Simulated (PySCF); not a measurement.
**[ScS2]-: bend–stretch map**

Computed with PySCF, PBE0, basis Sc def2-TZVPD, S def2-TZVPD (no relativity, density fitting).

Rigid scan from the singlet minimum (Sc–S 2.260 Å (×2); S–Sc–S 150.2°). Coordinate: rows scale both bonds, columns set the S–Sc–S angle. Energies in kJ/mol from the minimum.

Rows run from the largest first scale (top) to the smallest, columns from the smallest angle to the largest. Lower edges of the bins (kJ/mol): '0' 0.0, '1' 1.1, '2' 2.7, '3' 5.4, '4' 9.7, '5' 16.4, '6' 27.1, '7' 44.1, '8' 70.9, '9' 113.5; top 181.
```
9988777
9876655
8764333
8642011
8753344
9766677
```

Question: Give the energies on the grid of the scan.

Answer: 
```
scale \ angle   90  105  120  135  150  165  180
         0.94  119   64   41   35   39   45   48
         0.97  100   45   18    9    9   12   14
         1.00   99   44   15    3    0    1    2
         1.03  112   58   28   13    8    7    8
         1.06  136   83   52   35   28   26   26
         1.10  181  129   97   78   70   66   66
```

The bond scale of lowest energy on the grid is 1.00 at 90°, 1.00 at 105°, 1.00 at 120°, 1.00 at 135°, 1.00 at 150°, 1.00 at 165°, 1.00 at 180°.

Other isomers or separated fragments may lie lower.

The scan took roughly 5 core-minutes on a shared host.
